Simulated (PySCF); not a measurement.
CH₅NO₂Si₂, SMILES [SiH2](O)[SiH2]OC#N.

Coordinates come from a PBE-D3(BJ)/def2-SVP optimisation. This is a generated structure with no PubChem entry under its InChIKey; it may be hypothetical. Other conformers were not sampled.

Two levels are set side by side: TDA-PBE/def2-SVPD (PySCF) and TDA-B3LYP/def2-SVPD (PySCF). Vertical, same geometry. The lowest singlet is HOMO→LUMO 98 % with PBE and HOMO→LUMO 98 % with the other functional; states are paired by order. Differences are taken from unrounded values.

```csv
quantity,TDA-B3LYP
lowest singlet excitation (eV),5.52
lowest triplet excitation (TDA) (eV),5.12
```

### Question
What does TDA-PBE give, and how far is it from TDA-B3LYP? (Estimate from the structure and the level; the computed values follow.)

### Answer

```json
[
 {"quantity": "lowest singlet excitation (eV)", "TDA-PBE": "4.70", "TDA-PBE minus TDA-B3LYP": "-0.82"},
 {"quantity": "lowest triplet excitation (TDA) (eV)", "TDA-PBE": "4.52", "TDA-PBE minus TDA-B3LYP": "-0.60"}
]
```

A lower first singlet is the usual sign of a functional without exact exchange. Differences between two approximate levels are no errors against the true value.

Rough cost on one machine, each run with all the roots and properties that it gave: TDA-B3LYP against TDA-PBE about 3 times.
